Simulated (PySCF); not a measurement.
Isomers of C7H12Si, mass 124.071 u with the commonest isotopes. The calculation used PySCF, PBE0-D3(BJ)/def2-SVP geometry optimisation, gas phase. One conformer each, none proved a minimum here; rigid rotors.

Problem. Order these by radius of gyration √(Σ m r²/M), largest first.
A. `[CH3:1][CH:2]([CH3:3])[C:4]1=[CH:5][SiH2:6][CH:7]=[CH:8]1` with C1–C2–C4–C5 118°
B. `[SiH3:1][CH2:2][C@@H:3]1[CH:4]=[CH:5][C@@H:6]2[CH2:7][C@H:8]12` with Si1–C2–C3–C4 177°
C. `[CH3:1][CH2:2][CH2:3][C:4]1=[CH:5][SiH2:6][CH:7]=[CH:8]1` with C1–C2–C3–C4 179°, C2–C3–C4–C5 107°

Solution. C (2.389 Å), A (2.164 Å), B (2.137 Å).

Problem. Order these by dipole moment, smallest first.
A. `[CH2:1]=[CH:2][CH2:3][SiH:4]1[CH2:5][CH:6]=[CH:7][CH2:8]1` with C1–C2–C3–Si4 102°, C2–C3–Si4–C5 -68°, C3–Si4–C5–C6 -103°, Si4–C5–C6–C7 -10°, C6–C7–C8–Si4 10°, C3–Si4–C8–C7 102°
B. `[SiH3:1][CH2:2][C@@H:3]1[CH:4]=[CH:5][C@@H:6]2[CH2:7][C@H:8]12` with Si1–C2–C3–C4 177°
C. `[CH3:1][CH:2]([CH3:3])[C:4]1=[CH:5][SiH2:6][CH:7]=[CH:8]1` with C1–C2–C4–C5 118°

Solution. A (0.40 D), B (0.67 D), C (1.13 D).

Problem. Order these by out-of-plane moment Σ m c² = (Ia + Ib − Ic)/2, smallest first.
A. `[CH2:1]=[CH:2][CH2:3][SiH:4]1[CH2:5][CH:6]=[CH:7][CH2:8]1` with C1–C2–C3–Si4 102°, C2–C3–Si4–C5 -68°, C3–Si4–C5–C6 -103°, Si4–C5–C6–C7 -10°, C6–C7–C8–Si4 10°, C3–Si4–C8–C7 102°
B. `[SiH3:1][CH2:2][C@@H:3]1[CH:4]=[CH:5][C@@H:6]2[CH2:7][C@H:8]12` with Si1–C2–C3–C4 177°
C. `[CH3:1][CH2:2][CH2:3][C:4]1=[CH:5][SiH2:6][CH:7]=[CH:8]1` with C1–C2–C3–C4 179°, C2–C3–C4–C5 107°
D. `[CH3:1][CH:2]([CH3:3])[C:4]1=[CH:5][SiH2:6][CH:7]=[CH:8]1` with C1–C2–C4–C5 118°

Solution. C (23.94 u·Å²), B (28.65 u·Å²), A (41.56 u·Å²), D (57.58 u·Å²).

| SMILES | point group | Ia (u·Å²) | Ib (u·Å²) | Ic (u·Å²) | κ | μa (D) | μb (D) | μc (D) |
| --- | --- | --- | --- | --- | --- | --- | --- | --- |
| CC(C)C1=C[SiH2]C=C1 | Cs | 141.30 | 497.36 | 523.50 | -0.96 | 1.12 | 0.21 | 0.00 |
| [SiH3]C[C@@H]1C=C[C@@H]2C[C@@H]21 | C1 | 138.03 | 457.13 | 537.86 | -0.88 | 0.63 | 0.18 | 0.12 |
| CCCC1=C[SiH2]C=C1 | C1 | 106.56 | 625.28 | 683.96 | -0.97 | 1.11 | 0.31 | 0.09 |
| C=CC[SiH]1CC=CC1 | C1 | 153.56 | 473.49 | 543.94 | -0.88 | 0.24 | 0.27 | 0.18 |
